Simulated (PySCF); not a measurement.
# In: ionisation energy

In [Kr] 4d10 5s2 5p1 (2P) → In⁺ [Kr] 4d10 5s2 (1S), as a difference of total energies. All numbers are calculated (PySCF 2.14, the spin-free X2C one-electron Hamiltonian (Gaussian nucleus), in x2c-SVPall). Correlated levels: valence: [Kr] 4d10 frozen. The calculations carry no spin-orbit coupling.

| method | ionisation energy (eV) | error (eV) |
| --- | --- | --- |
| UHF | 5.163 | -0.440 |
| PBE0 | 5.607 | +0.004 |
| MN15 | 5.702 | +0.099 |
| MP2 (valence) | 5.277 | -0.326 |
| SCS-MP2 (valence) | 5.259 | -0.344 |
| CCSD (valence) | 5.330 | -0.273 |
| CCSD(T) (valence) | 5.340 | -0.263 |

Reference: 5.603 eV (measured; NIST levels, between the centres of gravity of the two terms).

Errors of the correlated levels include the incompleteness of this basis and the frozen core.
